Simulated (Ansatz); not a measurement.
Born–Oppenheimer molecular dynamics of FGeH3O (6 atoms, charge 0, multiplicity 1). It starts at the highest image of a converged band. Of that band: Neighbouring images differ by up to 1.4 eV, so the band resolves the path poorly. A vibrational analysis at the climbing image gives one clearly imaginary mode, 1402i cm⁻¹: a first-order saddle point.

The calculation used Ansatz 0.2.0, RKS B3LYP-D4/def2-SVP.

```yaml
ensemble: NVE (velocity Verlet)
time_step: 0.5 fs
steps_asked: 200
starting_velocities_drawn_for: 100 K
seed: 5191
```

First frame:

```xyz
6
Properties=species:S:1:pos:R:3
Ge -0.217 -0.037 0.338
H 0.883 -0.002 1.542
O 1.773 -0.030 0.434
H 2.213 -0.884 0.276
F -0.538 1.350 -0.685
H -0.590 -1.243 -0.586
```

Problem. How far do the bonds stretch over the last three quarters of this one trajectory? (Pairs bonded in most of those frames.)

Solution. 
```csv
bond,mean (Å),spread (Å),shortest,longest
Ge1–H2,1.635,0.153,1.38,1.88
Ge1–O3,1.797,0.129,1.63,2.01
Ge1–F5,1.752,0.014,1.73,1.79
Ge1–H6,1.596,0.064,1.46,1.72
O3–H4,0.973,0.012,0.95,1.00
```

Mean temperature of the second half: 2502 K. The conserved energy stayed within 0.58 meV per atom of its start (net change -0.096 meV per atom), so the integration is sound. The kinetic energy rose, since the run started high on the potential surface and went downhill. A run of 0.1 ps of so small a system gives no equilibrium averages. The orbitals stay closed-shell, which can raise the energy where a bond breaks towards radicals; this wasn't checked here.

The run took 6.5 min on 1 thread of Arm Neoverse V2 (shared host), peak memory 0.14 GiB.
